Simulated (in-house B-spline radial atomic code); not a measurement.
# The calcium ion Ca⁸⁺: [Ne] 3s2

Method: non-relativistic r2SCAN, spin-polarised, spherical fractional occupations, point nucleus. Calculated with a radial B-spline atomic code at the basis-set limit.

Effective charges: Z_r = [3n² - l(l+1)]/(2<r>) from the radius, Z_e = n√(-2ε) from the energy, and Slater's rules. Values are occupation-weighted means over spin.

```csv
shell,electrons,ε (eV),<r> (bohr),Z_r,Z_e,Slater
1s,2,-4118.4,0.07735,19.39,17.40,19.70
2s,2,-579.07,0.3623,16.56,13.05,15.85
2p,6,-501.73,0.3241,15.43,12.15,15.85
3s,2,-178.2,1.008,13.40,10.86,10.85
```

The least bound orbital is 3s at -178.2 eV, and it is also the most diffuse (<r> = 1.008 bohr).

The density falls to 0.001 bohr⁻³ at 2.095 bohr; Σ<r²> = 3.4058 bohr² gives, by the non-relativistic formula and without the paramagnetism of open shells, a Langevin diamagnetic susceptibility of -2.697×10⁻⁶ cm³/mol.
